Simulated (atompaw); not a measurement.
**Before and after: PAW (atompaw) potential for Co**

* Element: cobalt
* Generator: atompaw 4.2.0.5
* Type: PAW
* Functional: PBE
* Relativity: scalar-relativistic
* Frozen core: [Ne]
* Valence charge: 17
* Reference configuration: 3s2 3p6 3d7 4s2 4p0
* Partial waves: 3s (bound): rc 0.95 bohr; 4s (bound): rc 1.70 bohr; 3p (bound): rc 0.90 bohr; 4p (bound, empty): rc 1.70 bohr; 3d (bound): rc 1.70 bohr; 3d channel at 4.25 Ry: rc 1.70 bohr
* Local potential: bessel scheme, radius 1.45 bohr
* Core correction: smooth core density matched at 1.55 bohr
* Augmentation charge: besselshape compensation charge, radius 1.30 bohr; PAW radius 1.70 bohr; waves and projectors: custom polynom vanderbiltortho

All-electron outer shells of the reference configuration (PBE, scalar-relativistic, ld1.x):

```tsv
shell	level (eV)	outermost node (bohr)	outermost maximum (bohr)
2s	-899.00	0.08	0.21
2p	-769.94	–	0.17
3s	-102.40	0.31	0.66
3p	-65.64	0.28	0.68
3d	-8.20	–	0.66
4s	-5.47	0.96	2.32
4p	-1.28	1.05	3.25
```

Change: all radii scaled by about 1.24 (s 1.18, p 1.12, d 2.10 bohr); local potential bessel scheme, radius 1.80 bohr; augmentation besselshape compensation charge, radius 1.62 bohr; PAW radius 2.10 bohr; waves and projectors: custom polynom vanderbiltortho; core correction smooth core density matched at 1.92 bohr.

Cutoffs: the cutoffs (Ry, on a coarse ladder) from which the occupation-weighted sum of valence levels, in a spherical-Bessel basis at the reference potential, stays within 10 and 1 mRy of its value at 400 Ry; they do not see the model core or the augmentation charge, which bear on the density cutoff.

Question: What does the change do?

Answer: The potential gets neither clearly harder nor softer (80 Ry and 160 Ry → 90 Ry and 120 Ry); the p channel sets the loose cutoff, while the largest relative change is in d, which becomes softer; neither file shows a bound ghost.

| quantity | base | changed |
| --- | --- | --- |
| cutoff, loose | 80 Ry | 90 Ry |
| cutoff, tight | 160 Ry | 120 Ry |
| loose cutoff by channel (10 mRy a level) | s 30 Ry, p 70 Ry, d 30 Ry | s 35 Ry, p 50 Ry, d 18 Ry |
| bound ghosts | none | none |
| lowest overlap eigenvalue by channel | s 0.61, p 0.50, d 0.93 | s 0.49, p 0.56, d 0.91 |

 The cutoffs see the waves, projectors and local potential, not the compensation charge or the core.
